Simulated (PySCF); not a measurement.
Working with the constants of KLi⁺

UHF-CCSD(T) constants of KLi⁺, ²Σ⁺ (doublet), unpaired electrons σ ↑ (K 3-21G, Li 3-21G; no relativity (PySCF 2.14); masses 38.9637 and 7.0160 u):

- ωe: 135.0 cm⁻¹
- ωexe: 0.984 cm⁻¹
- Be: 0.17198 cm⁻¹
- αe: 0.00168 cm⁻¹
- D (centrifugal): 1.12e-06 cm⁻¹
- De to K⁺ + Li: 0.446 eV

(1) Give the vibrational terms G(v) and spacings up to v = 3.

(2) How well does the Morse estimate ωe²/(4ωexe) reproduce De, and what is D0?

Correlated steps freeze 5 core orbitals. For an ion De counts to the pair picked by the measured ionisation energies or electron affinities, which need not be the lowest pair at this level. 3-21G is very small, so such numbers show the basis as much as the molecule. The state was picked by a PBE0 search and need not be the measured ground state.

Results:

(1) G(v) = ωe(v+½) − ωexe(v+½)².

| v | G(v) (cm⁻¹) | G(v) − G(v−1) | Bv (cm⁻¹) |
| --- | --- | --- | --- |
| 0 | 67 |  | 0.1711 |
| 1 | 200 | 133 | 0.1695 |
| 2 | 331 | 131 | 0.1678 |
| 3 | 460 | 129 | 0.1661 |

(2) It gives 0.574 eV, 129 % of the computed De. D0 = De − G(0) = 0.446 − 0.008 = 0.438 eV.
